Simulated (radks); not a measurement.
Ho9+, 58 electrons, occupied as [Kr] 4d9 4f8 5s2 5p3 (not the ground configuration).

Method: non-relativistic Kohn-Sham, PBE, spin-polarised, spherical densities, point nucleus; open shells are filled with parallel spins first (spin-orbit coupling, left out, can overturn this in heavy ions); relativity is left out, which matters for an element this heavy; computed with a radial shooting solver on a logarithmic mesh with Libxc functionals.

Energy parts (hartree):
total: -12039.5630
kinetic: 12036.4602
electron-nucleus: -28262.1813
Hartree: 4439.2123
exchange-correlation: -253.0542

Orbitals (lengths in bohr, moments of r in powers of bohr):
\begin{tabular}{lrrrrr}
orbital & occ. & eigenvalue (hartree) & <r^2> & <1/r> & <r^4> \\ \hline
1s up & 1 & -1910.111 & 0.0006846 & 66.46 & 1.182e-06 \\
1s down & 1 & -1910.099 & 0.0006846 & 66.46 & 1.182e-06 \\
2s up & 1 & -312.4543 & 0.01083 & 15.49 & 0.0001973 \\
2s down & 1 & -312.4186 & 0.01083 & 15.49 & 0.0001973 \\
2p up & 3 & -298.2965 & 0.008039 & 15.52 & 0.0001253 \\
2p down & 3 & -298.2646 & 0.008038 & 15.52 & 0.0001252 \\
3s up & 1 & -74.37269 & 0.06938 & 5.880 & 0.007192 \\
3s down & 1 & -74.20715 & 0.06921 & 5.889 & 0.007155 \\
3p up & 3 & -67.98826 & 0.06469 & 5.824 & 0.006528 \\
3p down & 3 & -67.83358 & 0.06451 & 5.832 & 0.006490 \\
3d up & 5 & -56.09437 & 0.05120 & 5.731 & 0.004618 \\
3d down & 5 & -55.97078 & 0.05103 & 5.738 & 0.004583 \\
4s up & 1 & -19.35642 & 0.3399 & 2.544 & 0.1664 \\
4s down & 1 & -19.04517 & 0.3405 & 2.539 & 0.1670 \\
4p up & 3 & -16.79202 & 0.3547 & 2.455 & 0.1857 \\
4p down & 3 & -16.48126 & 0.3554 & 2.450 & 0.1865 \\
4d up & 5 & -12.18068 & 0.3897 & 2.267 & 0.2399 \\
4d down & 4 & -11.86967 & 0.3909 & 2.261 & 0.2415 \\
4f up & 7 & -6.34670 & 0.5011 & 1.897 & 0.4890 \\
4f down & 1 & -6.03439 & 0.5079 & 1.891 & 0.5077 \\
5s up & 1 & -6.62402 & 1.568 & 1.120 & 3.403 \\
5s down & 1 & -6.36504 & 1.600 & 1.108 & 3.566 \\
5p up & 3 & -5.76783 & 1.770 & 1.048 & 4.380 \\
5p down & 0 & -5.52178 & 1.820 & 1.032 & 4.661 \\
\end{tabular}

The highest occupied level is 5p up at -156.95 eV. Virial ratio -V/T = 2.00026. Summed over all electrons, <r^2> = 19.92 bohr^2, which gives a Langevin (diamagnetic) susceptibility term of -15.8 x 10^-6 cm^3/mol. The electron density at the nucleus is 2.146e+05 e/bohr^3.
